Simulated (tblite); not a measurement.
Isomers of C6H11O (doublet state). Computed values, GFN2-xTB/tblite, gas phase, harmonic and unscaled. This tight-binding method is rough: wavenumbers can miss measured ones by several per cent, in bad cases by 10 to 20. One conformer each. Open shells enter through the occupations alone, without spin polarisation, and single modes of such species can be off by tens of per cent.

Electronic energies: GFN2-xTB at the same geometries; isomer energies are rough at this level and their order can be wrong.

| SMILES | electronic energy, lowest = 0 (kJ/mol) |
| --- | --- |
| C=C[C](O)C(C)C | 0.0 |
| CCC[C@@H](C)[C]=O | 31.7 |
| C=CC[C@@H](O)[CH]C | 116.0 |

Task: How do GFN2-xTB zero-point energies change the relative energies?

Result: 
| SMILES | ZPE (kJ/mol) | of it from modes above 1550 cm⁻¹ | electronic (kJ/mol) | with ZPE, lowest = 0 (kJ/mol) | lowest mode (cm⁻¹) | rings |
| --- | --- | --- | --- | --- | --- | --- |
| C=C[C](O)C(C)C | 402.9 | 203.4 | 0.0 | 0.0 | 32 | 0 |
| CCC[C@@H](C)[C]=O | 407.1 | 208.9 | 31.7 | 36.0 | 60 | 0 |
| C=CC[C@@H](O)[CH]C | 396.1 | 210.8 | 116.0 | 109.2 | 32 | 0 |

The zero-point energies span 11.0 kJ/mol, from `C=CC[C@@H](O)[CH]C` to `CCC[C@@H](C)[C]=O`. The order is unchanged.
